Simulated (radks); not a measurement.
The bismuth anion Bi3-, [Rn], held by a Watson sphere: a shell of charge +3 at radius R that stands for the Madelung well of a crystal (potential energy -3/R inside, -3/r outside, in hartree with lengths in bohr). All-electron calculation, scalar-relativistic Kohn-Sham, r2SCAN, spin-polarised, spherical densities, finite nucleus; meta-GGA in the generalised Kohn-Sham scheme; Fermi nuclear charge, rms radius of each element as measured or else 0.836 A^(1/3) + 0.57 fm. Program: a radial shooting solver on a logarithmic mesh with Libxc functionals.

R (bohr)  e(5d) (eV)  e(6s) (eV)  e(6p) (eV)  <r> 6p (bohr)  sum of <r^2> (bohr^2)  X-ray form factor at sin(theta)/lambda = 0.1 1/angstrom
3.21         -26.567     -15.292      -6.180          3.098                  110.6                                                   79.555
3.5          -26.093     -14.595      -5.732          3.215                  116.0                                                   79.385
3.66         -25.880     -14.258      -5.494          3.279                  119.1                                                   79.297
4.16         -25.365     -13.394      -4.805          3.475                  129.0                                                   79.049
4.64         -25.013     -12.781      -4.231          3.658                  138.9                                                   78.850
4.71         -24.970     -12.705      -4.154          3.684                  140.4                                                   78.824
6.19         -24.348     -11.670      -2.894          4.206                  174.0                                                   78.447
